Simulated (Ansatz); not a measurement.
One change: `CBSCC` becomes `CB[S][GeH3]`.

Ansatz, PBE0-D4/def2-TZVP geometries, multiplicity 1. Each molecule was computed in one conformer, which needn't be the lowest.

Scalar relativity is left out up to krypton.

```
                                        property  `CBSCC`
           HOMO–LUMO gap (B3LYP/def2-TZVPP) / eV     6.36
              LUMO energy (PBE0/def2-TZVPP) / eV    -0.62
               HOMO energy (PBE/def2-TZVPP) / eV    -6.27
               LUMO energy (PBE/def2-TZVPP) / eV    -1.55
              HOMO energy (PBE0/def2-TZVPP) / eV    -7.40
size of the dipole moment (B3LYP/def2-TZVPP) / D     1.21
```

**Question.** What does the change do to each property? (Estimate.)

**Answer.** Computed: 
```csv
property,`CB[S][GeH3]`,shift
HOMO–LUMO gap (B3LYP/def2-TZVPP) / eV,6.48,0.12
LUMO energy (PBE0/def2-TZVPP) / eV,-0.93,-0.31
HOMO energy (PBE/def2-TZVPP) / eV,-6.70,-0.43
LUMO energy (PBE/def2-TZVPP) / eV,-1.86,-0.31
HOMO energy (PBE0/def2-TZVPP) / eV,-7.83,-0.43
size of the dipole moment (B3LYP/def2-TZVPP) / D,0.76,-0.45
```

With PBE0 the HOMO falls by 0.43 eV and the LUMO falls by 0.31 eV, so the gap widens by about 0.12 eV. PBE moves the HOMO by -0.43 eV and ωB97M-V by -0.38 eV. Dipoles are sizes alone; their direction can turn.

B3LYP here is the variant with VWN-RPA as its local correlation; programs differ in this.
